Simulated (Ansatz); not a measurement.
All values below come from PBE0-D3(BJ)/def2-TZVP in Ansatz (a quantum-chemistry and plane-wave program). No frequencies were computed at this level.

Ansatz 0.2 input:
```yaml
crystal:
  periodic: [false, false, false]
  atoms:
    - { symbol: C, position_ang: [1.805926, -0.144142, 0.175901] }
    - { symbol: C, position_ang: [0.453988, 0.273749, -0.37162] }
    - { symbol: C, position_ang: [-0.567598, -0.850974, -0.625058] }
    - { symbol: C, position_ang: [-1.624904, -0.051343, 0.150572] }
    - { symbol: C, position_ang: [-0.529108, 0.913722, 0.626792] }
    - { symbol: H, position_ang: [1.682885, -0.767926, 1.059014] }
    - { symbol: H, position_ang: [2.391915, 0.730673, 0.451365] }
    - { symbol: H, position_ang: [2.360497, -0.709778, -0.570471] }
    - { symbol: H, position_ang: [0.594637, 0.898258, -1.256296] }
    - { symbol: H, position_ang: [-0.798251, -1.062057, -1.667344] }
    - { symbol: H, position_ang: [-0.292244, -1.780885, -0.130891] }
    - { symbol: H, position_ang: [-2.356515, 0.425211, -0.498718] }
    - { symbol: H, position_ang: [-2.152064, -0.594398, 0.932308] }
    - { symbol: H, position_ang: [-0.732042, 1.973497, 0.486034] }
    - { symbol: H, position_ang: [-0.237121, 0.746395, 1.661925] }
basis:
  gaussian: { orbitals: def2-tzvp }
hamiltonian:
  xc: pbe0
  dispersion: d3bj
relax:
  max_steps: 150
```

Output:

```
Functional definition: PBE0
1340 factors; their error is unknown
mean field evaluation 1: about -5331.0710 eV, gradient 7.1e1 eV
mean field evaluation 2: about -5322.3474 eV, gradient 9.2e1 eV
mean field evaluation 4: about -5342.9793 eV, gradient 4.0e0 eV
mean field evaluation 8: about -5343.0146 eV, gradient 2.6e-2 eV
mean field evaluation 16: about -5342.9767 eV, gradient 9.1e-5 eV
mean field -5342.97668899 eV, -196.3507717207 hartree, gradient 9.8e-6 eV, S^2 0.000000; 0 other end points of the search recorded, 0 dependent functions left out
reference -5342.97672284 eV, -196.3507729648 hartree; 20, 20 occupied and 195, 195 virtual orbitals, 1340 factors
relax step   1: F+E_penalty+E_count = -5343.23438072 eV  Δ(F+E_penalty+E_count) = +0.000e0 eV  max|allowed force component| = 3.713e-1 eV/Å  Δτ_max = 0.0000 Å  (31 SCF iters, accepted)
these checks for a lower state are left out or cut short: starts, cluster_reference, orbital_swaps, neighbouring_geometries, increment
1340 factors; their error is unknown
mean field -5342.99002318 eV, -196.3512617431 hartree, gradient 1.5e-5 eV, S^2 0.000000; 0 other end points of the search recorded, 0 dependent functions left out
reference -5342.99005717 eV, -196.3512629921 hartree; 20, 20 occupied and 195, 195 virtual orbitals, 1340 factors
relax step   2: F+E_penalty+E_count = -5343.24688636 eV  Δ(F+E_penalty+E_count) = -1.251e-2 eV  max|allowed force component| = 1.958e-1 eV/Å  Δτ_max = 0.0388 Å  (30 SCF iters, accepted)
these checks for a lower state are left out or cut short: starts, cluster_reference, orbital_swaps, neighbouring_geometries, increment
1340 factors; their error is unknown
mean field evaluation 32: about -5342.9993 eV, gradient 5.4e-4 eV
mean field -5342.99929777 eV, -196.3516025782 hartree, gradient 1.5e-5 eV, S^2 0.000000; 0 other end points of the search recorded, 0 dependent functions left out
reference -5342.99933200 eV, -196.3516038359 hartree; 20, 20 occupied and 195, 195 virtual orbitals, 1340 factors
relax step   3: F+E_penalty+E_count = -5343.25552966 eV  Δ(F+E_penalty+E_count) = -8.643e-3 eV  max|allowed force component| = 8.759e-2 eV/Å  Δτ_max = 0.0746 Å  (29 SCF iters, accepted)
these checks for a lower state are left out or cut short: starts, cluster_reference, orbital_swaps, neighbouring_geometries, increment
1340 factors; their error is unknown
mean field -5343.01058120 eV, -196.3520172363 hartree, gradient 1.4e-5 eV, S^2 0.000000; 0 other end points of the search recorded, 0 dependent functions left out
reference -5343.01061548 eV, -196.3520184961 hartree; 20, 20 occupied and 195, 195 virtual orbitals, 1340 factors
relax step   4: F+E_penalty+E_count = -5343.26770902 eV  Δ(F+E_penalty+E_count) = -1.218e-2 eV  max|allowed force component| = 1.381e-1 eV/Å  Δτ_max = 0.1257 Å  (29 SCF iters, accepted)
these checks for a lower state are left out or cut short: starts, cluster_reference, orbital_swaps, neighbouring_geometries, increment
1340 factors; their error is unknown
mean field -5343.02087521 eV, -196.3523955343 hartree, gradient 1.4e-5 eV, S^2 0.000000; 0 other end points of the search recorded, 0 dependent functions left out
reference -5343.02090961 eV, -196.3523967987 hartree; 20, 20 occupied and 195, 195 virtual orbitals, 1340 factors
relax step   5: F+E_penalty+E_count = -5343.27747104 eV  Δ(F+E_penalty+E_count) = -9.762e-3 eV  max|allowed force component| = 8.529e-2 eV/Å  Δτ_max = 0.0968 Å  (29 SCF iters, accepted)
these checks for a lower state are left out or cut short: starts, cluster_reference, orbital_swaps, neighbouring_geometries, increment
1340 factors; their error is unknown
mean field -5343.01678020 eV, -196.3522450453 hartree, gradient 1.4e-5 eV, S^2 0.000000; 0 other end points of the search recorded, 0 dependent functions left out
reference -5343.01681459 eV, -196.3522463093 hartree; 20, 20 occupied and 195, 195 virtual orbitals, 1340 factors
relax step   6: F+E_penalty+E_count = -5343.27341420 eV  Δ(F+E_penalty+E_count) = +4.057e-3 eV  max|allowed force component| = 1.268e-1 eV/Å  Δτ_max = 0.1225 Å  (29 SCF iters, rejected (line search))
these checks for a lower state are left out or cut short: starts, cluster_reference, orbital_swaps, neighbouring_geometries, increment
1340 factors; their error is unknown
mean field evaluation 64: about -5343.0222 eV, gradient 5.3e-4 eV
mean field -5343.02215800 eV, -196.3524426761 hartree, gradient 1.4e-5 eV, S^2 0.000000; 0 other end points of the search recorded, 0 dependent functions left out
reference -5343.02219241 eV, -196.3524439404 hartree; 20, 20 occupied and 195, 195 virtual orbitals, 1340 factors
relax step   7: F+E_penalty+E_count = -5343.27884541 eV  Δ(F+E_penalty+E_count) = -1.374e-3 eV  max|allowed force component| = 1.213e-2 eV/Å  Δτ_max = 0.0309 Å  (30 SCF iters, accepted)
these checks for a lower state are left out or cut short: starts, cluster_reference, orbital_swaps, neighbouring_geometries, increment
1340 factors; their error is unknown
mean field -5343.02229658 eV, -196.3524477688 hartree, gradient 1.4e-5 eV, S^2 0.000000; 0 other end points of the search recorded, 0 dependent functions left out
reference -5343.02233098 eV, -196.3524490330 hartree; 20, 20 occupied and 195, 195 virtual orbitals, 1340 factors
relax step   8: F+E_penalty+E_count = -5343.27898028 eV  Δ(F+E_penalty+E_count) = -1.349e-4 eV  max|allowed force component| = 1.007e-2 eV/Å  Δτ_max = 0.0221 Å  (30 SCF iters, accepted)
these checks for a lower state are left out or cut short: starts, cluster_reference, orbital_swaps, neighbouring_geometries, increment
1340 factors; their error is unknown
mean field -5343.02229147 eV, -196.3524475809 hartree, gradient 1.4e-5 eV, S^2 0.000000; 0 other end points of the search recorded, 0 dependent functions left out
reference -5343.02232587 eV, -196.3524488451 hartree; 20, 20 occupied and 195, 195 virtual orbitals, 1340 factors
relax step   9: F+E_penalty+E_count = -5343.27899509 eV  Δ(F+E_penalty+E_count) = -1.481e-5 eV  max|allowed force component| = 1.221e-2 eV/Å  Δτ_max = 0.0024 Å  (30 SCF iters, accepted)
these checks for a lower state are left out or cut short: starts, cluster_reference, orbital_swaps, neighbouring_geometries, increment
1340 factors; their error is unknown
mean field -5343.02232300 eV, -196.3524487396 hartree, gradient 1.4e-5 eV, S^2 0.000000; 0 other end points of the search recorded, 0 dependent functions left out
reference -5343.02235740 eV, -196.3524500038 hartree; 20, 20 occupied and 195, 195 virtual orbitals, 1340 factors
relax step  10: F+E_penalty+E_count = -5343.27901204 eV  Δ(F+E_penalty+E_count) = -1.695e-5 eV  max|allowed force component| = 5.760e-4 eV/Å  Δτ_max = 0.0016 Å  (30 SCF iters, accepted)
1340 factors; their error is unknown
mean field evaluation 96: about -5343.0223 eV, gradient 5.3e-4 eV
mean field -5343.02232300 eV, -196.3524487396 hartree, gradient 1.4e-5 eV, S^2 0.000000; 1 other end points of the search recorded, 0 dependent functions left out
reference -5343.02235740 eV, -196.3524500038 hartree; 20, 20 occupied and 195, 195 virtual orbitals, 1340 factors
Total energy: -5343.27904644 eV, -196.3618831520 hartree
Atom 0 at     1.848492    -0.086877     0.093867 Å, force    -0.000176    -0.000057     0.000085 eV/Å
Atom 1 at     0.438792     0.243748    -0.328861 Å, force    -0.000239     0.000064    -0.000083 eV/Å
Atom 2 at    -0.576029    -0.899468    -0.537088 Å, force    -0.000086    -0.000134    -0.000403 eV/Å
Atom 3 at    -1.662347     0.011461     0.063190 Å, force    -0.000194    -0.000404     0.000576 eV/Å
Atom 4 at    -0.537937     0.846970     0.701811 Å, force    -0.000074     0.000427    -0.000006 eV/Å
Atom 5 at     1.846110    -0.719904     0.986300 Å, force    -0.000171    -0.000152     0.000220 eV/Å
Atom 6 at     2.417182     0.817591     0.328074 Å, force    -0.000014     0.000054     0.000054 eV/Å
Atom 7 at     2.385764    -0.622871    -0.693770 Å, force    -0.000017    -0.000068    -0.000033 eV/Å
Atom 8 at     0.453015     0.877311    -1.222414 Å, force    -0.000210     0.000094    -0.000126 eV/Å
Atom 9 at    -0.720463    -1.284729    -1.548084 Å, force     0.000431    -0.000013    -0.000116 eV/Å
Atom 10 at    -0.351197    -1.738253     0.128238 Å, force    -0.000014     0.000113    -0.000069 eV/Å
Atom 11 at    -2.184827     0.573978    -0.713709 Å, force     0.000140    -0.000000    -0.000004 eV/Å
Atom 12 at    -2.403650    -0.440707     0.723390 Å, force     0.000207    -0.000054     0.000069 eV/Å
Atom 13 at    -0.650298     1.932209     0.733965 Å, force     0.000434     0.000101    -0.000035 eV/Å
Atom 14 at    -0.302606     0.489541     1.708603 Å, force    -0.000016     0.000028    -0.000129 eV/Å
Dipole moment:     0.011300     0.011978    -0.017232 e Å
```

Cost: roughly 90 core-seconds.
